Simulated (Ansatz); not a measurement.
The same molecule with X = F, Cl, Br. Ansatz, PBE0-D4/def2-TZVP geometries, multiplicity 1. Each molecule was computed in one conformer, which needn't be the lowest.

Elements past krypton have def2 core potentials. Scalar relativity is left out up to krypton.

```tsv
X	molecule	mean X–In bond length / Å	HOMO–LUMO gap (PBE/def2-TZVPP) / eV	size of the dipole moment (B3LYP/def2-TZVPP) / D	HOMO energy (B3LYP/def2-TZVPP) / eV
F	`[OH][InH][F]`	1.944	4.92	4.15	-8.65
Cl	`[OH][InH][Cl]`	2.333	4.89	1.39	-8.37
```

(1) Give the row for X = Br, `[OH][InH][Br]`. (Best estimate.)

Results:

(1) Ansatz gave: 
| X | molecule | mean X–In bond length / Å | HOMO–LUMO gap (PBE/def2-TZVPP) / eV | size of the dipole moment (B3LYP/def2-TZVPP) / D | HOMO energy (B3LYP/def2-TZVPP) / eV |
| --- | --- | --- | --- | --- | --- |
| Br | `[OH][InH][Br]` | 2.454 | 4.55 | 3.35 | -7.90 |

From F to Br the mean X–In bond length rises at each step, by 0.510 Å in all; the HOMO–LUMO gap (PBE/def2-TZVPP) falls at each step, by 0.37 eV in all; the HOMO energy (B3LYP/def2-TZVPP) rises at each step, by 0.75 eV in all. Bonds lengthen as the atom grows down the group. Dipoles are sizes alone, and their direction can turn along the series.

B3LYP here is the variant with VWN-RPA as its local correlation; programs differ in this.

Spin–orbit coupling is left out; it splits and shifts lone-pair levels of the heavy atoms by tenths of an eV.
